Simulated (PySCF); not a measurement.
# `N[Si@@H]([SiH3])C(=O)COC=O`: 4 charge schemes on one density

Species: C3H9NO3Si2.
Cartesian coordinates in Å at the GFN2-xTB level; atoms count from 1:
```xyz
18
C3H9NO3Si2 angstrom
N     -2.0770    1.6931    0.6431
Si    -0.7607    0.5882    0.5193
Si    -1.5385   -1.5843    0.3659
C      0.2714    0.9434   -1.0730
O     -0.2178    1.5329   -2.0116
C      1.6595    0.3249   -1.2466
O      2.4373    0.2567   -0.0560
C      2.1886   -0.7220    0.7846
O      1.3351   -1.5595    0.6826
H     -2.8955    1.5370    0.0770
H     -1.8855    2.6828    0.6769
H      0.1047    0.9997    1.6347
H     -1.2129   -2.3754    1.5471
H     -3.0073   -1.5771    0.2596
H     -1.0584   -2.2721   -0.8358
H      2.2478    0.9001   -1.9646
H      1.4921   -0.6894   -1.6326
H      2.9084   -0.6728    1.6177
```

Density: PBE0/pcSseg-1 (PySCF); schemes: Mulliken, IAO, Hirshfeld and ESP-fitted. Geometry: GFN2-xTB, one conformer, isolated molecule.

For which atoms does the sign change between the 4 schemes (beyond +0.03 e in one, beyond −0.03 e in another)?

C4 and C6.

At which atom do the 4 schemes differ most?

At N1: from -0.981 (ESP-fitted) to -0.317 e (Hirshfeld), 0.664 e apart.

Which atoms carry the lowest charge in the Mulliken, IAO, Hirshfeld and ESP-fitted schemes?

All schemes agree: Mulliken N1 (-0.615); IAO N1 (-0.824); Hirshfeld N1 (-0.317); ESP-fitted N1 (-0.981).

What partial charge does each atom carry?

In e:

```csv
atom,environment,Mulliken,IAO,Hirshfeld,ESP-fitted
N1,silicon-bound nitrogen,-0.615,-0.824,-0.317,-0.981
Si2,SiH silicon,+0.533,+0.689,+0.275,+0.476
Si3,SiH3 silicon,+0.240,+0.305,+0.203,+0.189
C4,carbonyl carbon,-0.047,+0.111,+0.064,+0.374
O5,carbonyl oxygen,-0.345,-0.386,-0.222,-0.472
C6,sp3 carbon bound to oxygen,+0.066,-0.128,-0.006,+0.043
O7,ester single-bonded oxygen,-0.424,-0.318,-0.087,-0.401
C8,ester carbonyl carbon,+0.446,+0.406,+0.190,+0.582
O9,ester carbonyl oxygen,-0.431,-0.454,-0.204,-0.499
H10,N–H hydrogen,+0.197,+0.264,+0.116,+0.362
H11,N–H hydrogen,+0.194,+0.264,+0.120,+0.393
H12,Si–H hydrogen,-0.063,-0.125,-0.087,-0.114
H13,Si–H hydrogen,-0.046,-0.086,-0.071,-0.057
H14,Si–H hydrogen,-0.074,-0.112,-0.081,-0.074
H15,Si–H hydrogen,-0.057,-0.096,-0.075,-0.064
H16,methylene hydrogen,+0.150,+0.180,+0.059,+0.104
H17,methylene hydrogen,+0.158,+0.170,+0.054,+0.094
H18,formyl hydrogen,+0.117,+0.140,+0.070,+0.043
```

Mean size of the charges over all atoms: ESP-fitted 0.296 e, IAO 0.281 e, Mulliken 0.234 e, Hirshfeld 0.128 e. Each set sums to the total charge, 0, to within 0.001 e. The Mulliken scheme gives each basis function's population to the atom it is centred on and halves the overlap population of two atoms between them. The IAO scheme counts the electrons in orthogonalised intrinsic atomic orbitals, a minimal basis polarised so that it spans the occupied orbitals exactly.

Sum the charges by element, for elements with more than one atom.

| element | atoms | Mulliken | IAO | Hirshfeld | ESP-fitted |
| --- | --- | --- | --- | --- | --- |
| Si | 2 | +0.774 | +0.994 | +0.478 | +0.665 |
| C | 3 | +0.465 | +0.389 | +0.248 | +0.999 |
| O | 3 | -1.199 | -1.157 | -0.513 | -1.372 |
| H | 9 | +0.576 | +0.599 | +0.103 | +0.689 |

How many electrons does the IAO scheme count on O7?

Z − q = 8 − (-0.318) = 8.318.

How closely do the schemes follow one another over all atoms?

Correlation coefficient and root-mean-square difference: IAO with Hirshfeld 0.97, 0.201 e; Mulliken with IAO 0.97, 0.097 e; IAO with ESP-fitted 0.95, 0.125 e; Mulliken with Hirshfeld 0.94, 0.159 e; Hirshfeld with ESP-fitted 0.93, 0.250 e; Mulliken with ESP-fitted 0.93, 0.156 e.
